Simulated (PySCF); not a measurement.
Radial density of S(3+) (sulfur, charge +3)

UHF, [Ne] 3s2 3p1, 2P determinant. Calculation: PySCF 2.14, in def2-TZVP (5s5p2d1f, 37 functions); the non-relativistic Hamiltonian (point nucleus).

```json
{"r (bohr)": "0.00184", "4πr²ρ (e/bohr)": "0.1068", "4πr²(ρα − ρβ)": "0.0000"}
{"r (bohr)": "0.00309", "4πr²ρ (e/bohr)": "0.2916", "4πr²(ρα − ρβ)": "0.0000"}
{"r (bohr)": "0.00520", "4πr²ρ (e/bohr)": "0.7687", "4πr²(ρα − ρβ)": "0.0000"}
{"r (bohr)": "0.00875", "4πr²ρ (e/bohr)": "1.945", "4πr²(ρα − ρβ)": "0.0001"}
{"r (bohr)": "0.0147", "4πr²ρ (e/bohr)": "4.544", "4πr²(ρα − ρβ)": "0.0003"}
{"r (bohr)": "0.0248", "4πr²ρ (e/bohr)": "9.356", "4πr²(ρα − ρβ)": "0.0009"}
{"r (bohr)": "0.0416", "4πr²ρ (e/bohr)": "15.52", "4πr²(ρα − ρβ)": "0.0038"}
{"r (bohr)": "0.0700", "4πr²ρ (e/bohr)": "18.29", "4πr²(ρα − ρβ)": "0.0167"}
{"r (bohr)": "0.118", "4πr²ρ (e/bohr)": "14.00", "4πr²(ρα − ρβ)": "0.0626"}
{"r (bohr)": "0.198", "4πr²ρ (e/bohr)": "12.64", "4πr²(ρα − ρβ)": "0.1499"}
{"r (bohr)": "0.333", "4πr²ρ (e/bohr)": "17.65", "4πr²(ρα − ρβ)": "0.1437"}
{"r (bohr)": "0.561", "4πr²ρ (e/bohr)": "10.41", "4πr²(ρα − ρβ)": "-0.0088"}
{"r (bohr)": "0.943", "4πr²ρ (e/bohr)": "2.639", "4πr²(ρα − ρβ)": "0.3431"}
{"r (bohr)": "1.59", "4πr²ρ (e/bohr)": "2.166", "4πr²(ρα − ρβ)": "0.6915"}
{"r (bohr)": "2.67", "4πr²ρ (e/bohr)": "0.3530", "4πr²(ρα − ρβ)": "0.1588"}
{"r (bohr)": "4.49", "4πr²ρ (e/bohr)": "0.003493", "4πr²(ρα − ρβ)": "0.0015"}
```

Task: Where is the radial spin density 4πr²(ρα − ρβ) most negative, and why is it negative at all?

Result: Around r = 0.561 bohr, down to -0.0088 e/bohr: exchange with the open shell polarises the paired shells in an unrestricted calculation.
